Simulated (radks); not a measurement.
Q: These are the eigenvalues of the occupied orbitals of an atom or ion with whole-number occupations (hartree). Calculated with a radial shooting solver on a logarithmic mesh with Libxc functionals: scalar-relativistic Kohn-Sham, PBE, spin-polarised, spherical densities, point nucleus.

| orbital | eigenvalue |
|---|---|
| 1s down | -728.6958 |
| 1s up | -728.6951 |
| 2s up | -103.1151 |
| 2s down | -103.0970 |
| 2p up | -92.20340 |
| 2p down | -92.19009 |
| 3s up | -17.74017 |
| 3s down | -17.73097 |
| 3p up | -14.16545 |
| 3p down | -14.15505 |
| 3d up | -8.35198 |
| 3d down | -8.33548 |
| 4s up | -2.63943 |
| 4s down | -2.53848 |
| 4p up | -1.69596 |
| 4p down | -1.58291 |
| 4d up | -0.41984 |

Which element is it, and in what charge state? The configuration may be excited. Open shells, if any, are filled with parallel spins first.

A: Z = 42, molybdenum, charge +1: Mo+ in [Kr] 4d5. The list shows which subshells hold electrons but not how many an open one holds; the 1s level, -728.7 hartree, gives Z - s = 38.2 by -(Z - s)^2/2, which with screening and relativity narrows Z to a few neighbours, and the depths of the outer levels then fix element, charge and occupations together.
